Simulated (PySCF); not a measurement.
C4H5ClSi, SMILES C#C/C=C\[SiH2]Cl.

Geometry optimised at TPSSh-D3(BJ)/def2-SVP. The structure was generated by enumeration; whether it is a known compound was not checked. One conformer was computed; it need not be the lowest.

Vertical ionisation energy (IE) and electron affinity (EA) in eV. Rows of orbital energies are one-electron estimates. Where ΔSCF, EOM or ADC give a negative EA the extra electron is unbound and the value depends on the basis.

| level | IE | EA |
|---|---|---|
| −ε(HOMO), −ε(LUMO), PBE0/def2-TZVP (PySCF) | ? | ? |
| −ε(HOMO), −ε(LUMO), PBE/def2-TZVP (PySCF) | 6.49 | 2.65 |

### Question
Some entries are withheld; supply them. (Estimate from the structure and the level; the computed values follow.)

### Answer

- −ε(HOMO), −ε(LUMO), PBE0/def2-TZVP (PySCF), IE: 7.53
- −ε(HOMO), −ε(LUMO), PBE0/def2-TZVP (PySCF), EA: 1.77
